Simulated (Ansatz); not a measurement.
Ansatz (an electronic-structure program) input (CCSD(T)/def2-SVPD):

Ansatz 0.2 input:
```yaml
crystal:
  periodic: [false, false, false]
  atoms:
    - {symbol: Se, position_ang: [-0.00497822, -0.00918719, 0.17570820]}
    - {symbol: Cl, position_ang: [1.57845378, 1.84451912, -0.03516462]}
    - {symbol: Cl, position_ang: [-1.56849733, -1.82614473, -0.31625177]}
basis:
  gaussian:
    orbitals: def2-SVPD
total_charge: -1
magnetization: {spin_polarized: true, initial_magnetization: 1}
correlation: {method: ccsd_t, electrons: outside_noble_gas}
output: {forces: true}
```

Output:

```
Functional definition: HF
integrals: 0.17 GiB planned
881 factors; integrals over basis functions are off by at most 3.0e-4 eV
mean field: 0.59 GiB planned
mean field evaluation 1: about -90295.7554 eV, gradient 1.1e1 eV
mean field evaluation 2: about -90295.7962 eV, gradient 1.1e1 eV
mean field evaluation 4: about -90296.8258 eV, gradient 1.7e0 eV
mean field evaluation 8: about -90296.8878 eV, gradient 1.3e-2 eV
mean field evaluation 16: about -90296.7930 eV, gradient 1.7e0 eV
mean field evaluation 32: about -90296.8878 eV, gradient 2.5e-5 eV
mean field evaluation 64: about -90296.8609 eV, gradient 1.5e0 eV
mean field evaluation 96: about -90290.8198 eV, gradient 9.1e0 eV
mean field evaluation 128: about -90294.3348 eV, gradient 2.2e-3 eV
mean field evaluation 160: about -90296.7550 eV, gradient 3.8e-2 eV
mean field evaluation 192: about -90290.6751 eV, gradient 5.7e0 eV
mean field evaluation 224: about -90293.8704 eV, gradient 1.3e-3 eV
mean field evaluation 256: about -90292.7297 eV, gradient 3.9e-1 eV
mean field evaluation 288: about -90296.8737 eV, gradient 5.3e-1 eV
mean field evaluation 320: about -90293.9302 eV, gradient 3.7e-4 eV
mean field -90296.88780773 eV, -3318.3494215052 hartree, gradient 4.8e-6 eV, S^2 0.761321; 11 other end points of the search recorded, 0 dependent functions left out
determinant -90296.88780773 eV, -3318.3494215052 hartree, with singles and doubles -90309.07832959 eV, -3318.7974149206 hartree
determinant -90296.75505302 eV, -3318.3445428595 hartree, with singles and doubles -90308.94124633 eV, -3318.7923772038 hartree
determinant -90294.33476739 eV, -3318.2555990031 hartree, with singles and doubles -90306.63892168 eV, -3318.7077683332 hartree
determinant -90293.93023153 eV, -3318.2407325847 hartree, with singles and doubles -90306.04231249 eV, -3318.6858433500 hartree
determinant -90293.91623183 eV, -3318.2402181051 hartree, with singles and doubles -90306.00004529 eV, -3318.6842900592 hartree
determinant -90293.87035581 eV, -3318.2385321927 hartree, with singles and doubles -90305.97432384 eV, -3318.6833448133 hartree
determinant -90296.88780773 eV, -3318.3494215052 hartree, with singles and doubles -90309.08067265 eV, -3318.7975010263 hartree
determinant -90296.75505302 eV, -3318.3445428595 hartree, with singles and doubles -90308.94353269 eV, -3318.7924612259 hartree
24 core orbitals not correlated
reference -90296.88780773 eV, -3318.3494215052 hartree; 11, 10 occupied and 60, 61 virtual orbitals, 881 factors
densities: 0.63 GiB planned
second order -11.26593428 eV of doubles, -0.00000000 eV of singles
coupled cluster: 0.47 GiB planned
cycle   1  -12.19286723 eV  change   -2.3e-6 eV  update   1.9e-6
cycle   2  -12.19286771 eV  change   -4.8e-7 eV  update   1.0e-6
cycle   3  -12.19286787 eV  change   -1.6e-7 eV  update   6.4e-7
cycle   4  -12.19286744 eV  change    4.3e-7 eV  update   2.4e-7
cycle   5  -12.19286725 eV  change    1.9e-7 eV  update   1.7e-7
cycle   6  -12.19286729 eV  change   -3.4e-8 eV  update   1.0e-7
cycle   7  -12.19286735 eV  change   -6.5e-8 eV  update   5.6e-8
perturbative correction -0.43535558 eV, -0.0159990226 hartree
the calculation of the forces begins
Total energy: -90309.51603067 eV, -3318.8135001384 hartree
Atom 0 at    -0.004978    -0.009187     0.175708 Å, force    -0.001597    -0.002947     0.056366 eV/Å
Atom 1 at     1.578454     1.844519    -0.035165 Å, force     0.199224     0.232920    -0.010459 eV/Å
Atom 2 at    -1.568497    -1.826145    -0.316252 Å, force    -0.197627    -0.229973    -0.045906 eV/Å
Dipole moment:    -0.003838    -0.007083     0.135460 e Å
```
